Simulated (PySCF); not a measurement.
CH₃FO₃Si, SMILES F[Si@@H](OC=O)O. The structure is a stationary point at PBE-D3(BJ)/def2-SVP. The structure was generated by enumeration; whether it is a known compound was not checked. Other conformers were not sampled.

Computed equilibrium geometry at PBE-D3(BJ)/def2-SVP (PySCF confirms it by a frequency run) as bond lengths and angles (one conformer of several):
Atoms: O1 C2 O3 Si4 O5 F6 H7 H8 H9. Bonds (Å): O1–C2 1.218, C2–O3 1.342, C2–H7 1.118, O3–Si4 1.730, Si4–O5 1.642, Si4–F6 1.626, Si4–H8 1.479, O5–H9 0.988. Bond angles (°): O1–C2–O3 125.8, O1–C2–H7 123.4, O3–C2–H7 110.8, C2–O3–Si4 122.8, O3–Si4–O5 109.9, O3–Si4–F6 104.4, O3–Si4–H8 107.4, O5–Si4–F6 113.0, O5–Si4–H8 113.0, F6–Si4–H8 108.7, Si4–O5–H9 109.2.
